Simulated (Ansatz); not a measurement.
`N[SiH2]N` + HI → `N[SiH2]I` + NH₃ at 400 K and 1 bar (ligand exchange at the Si–N bond).

Program: Ansatz. Geometries: PBE0-D4/def2-TZVP. ΔE: electronic, gas phase. CBS: MP2 limit from def2 TZ/QZ plus the TZ coupled-cluster correction, frozen cores. This one scheme is used for every species. Elements past krypton have def2 core potentials. For I outer-core shells are correlated without core-valence functions, which leaves a few kJ/mol of doubt a bond. One conformer a species, not always the lowest.

| species | CCSD(T)/CBS energy (Eh) | H − E (kJ/mol) | S (J/(mol·K)) |
| --- | --- | --- | --- |
| `N[SiH2]N` | -402.15462 | 208.8 | 318.3 |
| HI | -298.03592 | 25.7 | 215.0 |
| `N[SiH2]I` | -643.69654 | 140.6 | 339.3 |
| NH₃ | -56.50880 | 104.2 | 203.1 |

H − E and S are ideal-gas, rigid-rotor, harmonic terms from PBE0-D4/def2-TZVP, for one conformer and one mirror image of each species. 1 Eh = 2625.50 kJ/mol, R = 8.31446 J/(mol·K).

Q: By hand: ΔE, ΔH, ΔS and ΔG.

A: ΔE = (-643.69654) + (-56.50880) − (-402.15462) − (-298.03592) = -0.01480 Eh = -38.9 kJ/mol. Δ(H − E) = 140.6 + 104.2 − 208.8 − 25.7 = 10.3, so ΔH = -28.6 kJ/mol. ΔS = 339.3 + 203.1 − 318.3 − 215.0 = 9.1 J/(mol·K). ΔG = -28.6 − 400 × (9.1)/1000 = -32.2 kJ/mol.

Q: By hand: the equilibrium constant, and the temperature at which ΔG would vanish if ΔH and ΔS stayed fixed.

A: log₁₀ K = −ΔG/(RT ln 10) = 4.2. ΔH and −TΔS have one sign here, so there is no such temperature.

The number of gas molecules stays the same, so ΔS is small and ΔH decides. A doubt of 5 kJ/mol in ΔE shifts log₁₀ K by 0.7 here. Other conformers and mirror images would add mixing entropy, several J/(mol·K) or more a flexible species. These are equilibria of isolated gas molecules and say nothing of rates. Largest T1 diagnostic: 0.010 (customary marks: 0.02 for closed shells, 0.045 for open ones).

ΔS is within the doubt of such terms, so its sign, and with it that verdict, could turn.
